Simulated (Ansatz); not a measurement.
The same silylene extrusion along the group Si, Ge, Sn.

Gas-phase electronic energies from Ansatz, PBE0-D4/def2-TZVP geometries. CCSD(T)/CBS is the MP2 limit (def2-TZVPP, def2-QZVPP) plus CCSD(T) − MP2 in def2-TZVPP, frozen cores. This one scheme is used for every species. Functionals use def2-TZVPP. def2 core potentials past Kr. For Ge, Sn outer-core shells are correlated without core-valence functions, which leaves a few kJ/mol of doubt a bond. Scalar relativity is left out up to krypton. Each species was taken in one conformer, which may not be the lowest.

```csv
reaction,CCSD(T)/CBS(def2) (kJ/mol)
`N[Si](N)(Cl)Cl` → Cl₂ + `N[Si]N`,?
`[NH2][Ge]([NH2])([Cl])[Cl]` → Cl₂ + `[NH2][Ge][NH2]`,382
`[NH2][Sn]([NH2])([Cl])[Cl]` → Cl₂ + `[NH2][Sn][NH2]`,345
```

(1) Fill in the missing values. (Estimate.)

Largest T1 diagnostic: 0.016, for `[NH2][Sn][NH2]`.

Answers

(1) Ansatz gave: `N[Si](N)(Cl)Cl` → Cl₂ + `N[Si]N`: +520.4 kJ/mol.
